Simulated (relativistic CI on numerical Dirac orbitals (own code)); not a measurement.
**What each ingredient does to the levels of Ti**

Base calculation: Dirac-Coulomb-Breit CI, orbitals from a KLI potential per configuration, model QED (radiative potential, 1s self-energy scaled to tabulated hydrogen-like ionisation energies), valence Slater integrals scaled by 0.85, P86 correlation energy added to each configuration.

CI space (outside the closed core [Ar]): 3d2 4s2, 3d3 4s, 3d2 4s 4p, 3d3 4p, 3d4, 3d2 4s 4d, 3d 4s2 4p, 3d3 4d, 3d2 4s 5s, 3d2 4s 5p, 3d2 4s 6s, 3d 4s2 6s, 3d3 5s, 3d2 4s 4f, 3d2 4s 6p, 3d2 4s 5d, 3d 4s2 4f, 3d 4s2 6p, 3d 4s2 5d, 3d2 4s 7s, 3d 4s2 7s, 3d2 4s 7p, 3d2 4s 5f, 3d2 4s 6d, 3d2 4s 5g, 3d 4s2 7p, 3d 4s2 5f, 3d 4s2 6d, 3d 4s2 5g, 3d2 4s 7d, 3d3 5p, 3d 4s2 7d, 3d2 4p2, 3d 4p3, 3d2 4d2, 3d 4p 4d2, 3d 4s 4p2, 3d 4p2 4d, 4s 4p3, 3d 4p2 5s, 3d 4p2 5p, 4s2 4p2, 4s 4p2 4d, 4s 4p2 5s, 4s 4p2 5p. Double excitations out of closed p, d and f shells are left out; levels of such configurations are missing from the list, as are those of other unlisted configurations, and high levels can miss mixing partners. These lack a partner that the ground configuration has and come out too high: 3d 4s2 6s, 3d 4s2 4f, 3d 4s2 6p, 3d 4s2 5d, 3d 4s2 7s.

The lowest level and the first level of each name with at least 55 % of one term (blank where a level has no safe partner in the second run):

```tsv
Level	Base (cm⁻¹)	Shift (cm⁻¹)
3d2 4s2 3F_2	0.0	0.0
3d2 4s2 3F_3	157.5	+29.1
3d2 4s2 3F_4	359.8	+69.7
3d2 4s2 1D_2	7947.4	+29.6
3d3 4s 5F_1	8184.3	+47.6
3d3 4s 5F_2	8212.2	+57.1
3d3 4s 5F_3	8253.6	+71.7
3d3 4s 5F_4	8307.8	+91.9
3d3 4s 5F_5	8374.1	+118.3
3d2 4s2 3P_0	9200.9	+12.0
3d2 4s2 3P_1	9249.7	+19.3
3d2 4s2 3P_2	9343.9	+51.2
3d2 4s2 1G_4	12575.1	+49.9
3d3 4s 3F_2	13713.1	+55.8
3d2 4s 4p 5G°_2	13713.6	+2.2
3d3 4s 3F_3	13791.3	+80.0
3d2 4s 4p 5G°_3	13801.5	+14.9
3d3 4s 3F_4	13892.7	+113.9
3d2 4s 4p 5G°_4	13918.2	+32.0
3d2 4s 4p 5G°_5	14062.9	+53.5
3d2 4s 4p 5G°_6	14235.0	+79.4
3d2 4s 4p 5F°_1	14656.8	+7.4
```

Correlation outside the listed configurations is missing or only estimated: errors of thousands of cm⁻¹ between configurations and terms are usual at this charge. Rates and lifetimes follow the computed energies and can be off by large factors. The fine structure of a lone outer electron comes out too small, for d and f at times inverted, and misplaced configurations move strength between like terms. 55 of the 77 excited levels that our extract of the measured tables holds in this range could be paired (the sources list more); they are missed by 1489 cm⁻¹ on average and 2252 at most, and levels without a partner can miss by more.

Question: One thing was changed in a second run, which moved the levels as shown. Which?
A. Slater integrals left unscaled
B. no correlation estimate
C. configuration mixing switched off
D. Breit term removed
E. QED terms removed

Answer: D. Breit term removed. The Breit term mainly narrows fine-structure intervals, so removing it widens them.
